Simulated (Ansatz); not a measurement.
Be(Me)2 cation (C2H6Be), SMILES [CH3][Be][CH3] (connectivity only; charge and spin as stated), charge +1, multiplicity 2.

Geometry: r2SCAN-D4/def2-TZVP. The spin state was assumed, not searched. The isomer is the one that the SMILES or the coordinates give; other isomers of the formula were not compared.

Two levels are set side by side: PBE/def2-TZVPD (Ansatz, a quantum-chemistry and plane-wave program) and CAM-B3LYP/def2-TZVPD (Ansatz). Energy differences of separate SCF runs at the same geometry; the states with an electron removed or added have multiplicity 3 and 1. Differences are taken from unrounded values.

```json
[
 {"quantity": "vertical ionisation energy (eV)", "CAM-B3LYP": "16.41"},
 {"quantity": "vertical electron affinity (eV)", "CAM-B3LYP": "9.66"}
]
```

Q: What does PBE give, and how far is it from CAM-B3LYP? (An estimate is asked for; the answer gives what the named calculation found.)

A: 
```json
[
 {"quantity": "vertical ionisation energy (eV)", "PBE": "16.68", "PBE minus CAM-B3LYP": "0.27"},
 {"quantity": "vertical electron affinity (eV)", "PBE": "9.26", "PBE minus CAM-B3LYP": "-0.40"}
]
```
